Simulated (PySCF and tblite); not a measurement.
Values are calculated unless marked as measured or tabulated.
Bond rotations in several molecules: saddles from GFN2-xTB searches, energies PBE0/pcSseg-1 + D3(BJ) // GFN2-xTB, GFN2-xTB thermal terms, Eyring rates at 298.15 K with equivalent paths and no tunnelling (PySCF, tblite). ΔE(end) is the energy of the other minimum.

Task: Order these motions by free-energy barrier at 298.15 K, lowest first.
A. [O:1]=[C:2]([SiH3:3])/[C:4]([F:5])=[C:6](\[OH:7])[SiH3:8]: rotation about the C6–O7 bond (torsion C4–C6–O7–H from 0° to 180°, rising)
B. [O:1]=[CH:2]/[C:3](=[CH:4]\[Br:5])[C:6](=[O:7])[OH:8]: rotation about the C6–O8 bond (torsion C3–C6–O8–H from 180° to 355°, rising)
C. [OH:1][c:2]1[cH:3][cH:4][c:5]([F:6])[cH:7][cH:8]1: rotation about the C2–O1 bond (torsion C3–C2–O1–H from 180° to 360°, rising)
D. [CH3:1][C:2](=[S:3])/[CH:4]=[C:5](/[CH3:6])[NH2:7]: rotation about the C2–C4 bond (torsion C1–C2–C4–C5 from -180° to -3°, rising)
E. [CH3:1][C:2](=[S:3])[c:4]1[n:5][c:6]([F:7])[n:8][s:9]1: rotation about the C4–C2 bond (torsion N5–C4–C2–C1 from 0° to 180°, rising)

Result: C (2.6 kcal/mol), E (8.7 kcal/mol), B (11.7 kcal/mol), A (15.8 kcal/mol), D (19.7 kcal/mol).

Task: Give the values.

Result: 
```
                                                 molecule                                                                         motion  ΔE‡ (kcal/mol)   ΔG‡  ΔE(end)   k (s⁻¹)
        [OH:1][c:2]1[cH:3][cH:4][c:5]([F:6])[cH:7][cH:8]1   rotation about the C2–O1 bond (torsion C3–C2–O1–H from 180° to 360°, rising)             3.3   2.6     same  1.6×10¹¹
   [CH3:1][C:2](=[S:3])[c:4]1[n:5][c:6]([F:7])[n:8][s:9]1    rotation about the C4–C2 bond (torsion N5–C4–C2–C1 from 0° to 180°, rising)             8.3   8.7      6.1   5.5×10⁶
    [O:1]=[CH:2]/[C:3](=[CH:4]\[Br:5])[C:6](=[O:7])[OH:8]   rotation about the C6–O8 bond (torsion C3–C6–O8–H from 180° to 355°, rising)            12.7  11.7      8.5   3.1×10⁴
[O:1]=[C:2]([SiH3:3])/[C:4]([F:5])=[C:6](\[OH:7])[SiH3:8]     rotation about the C6–O7 bond (torsion C4–C6–O7–H from 0° to 180°, rising)            16.8  15.8     12.2        30
       [CH3:1][C:2](=[S:3])/[CH:4]=[C:5](/[CH3:6])[NH2:7]  rotation about the C2–C4 bond (torsion C1–C2–C4–C5 from -180° to -3°, rising)            19.3  19.7     10.3     0.043
```

Such barriers can be off by 1 to 3 kcal/mol. Paths on which GFN2-xTB and DFT differ by 4 kcal/mol or more were left out.

For scale, the study of Oc1ccc(F)cc1 took 27 s on 1 thread of Intel Xeon 6975P-C, on a host shared with other jobs (rough), peak memory 0.75 GiB, launched as `OMP_NUM_THREADS=1 python ens_run.py task.json out`.
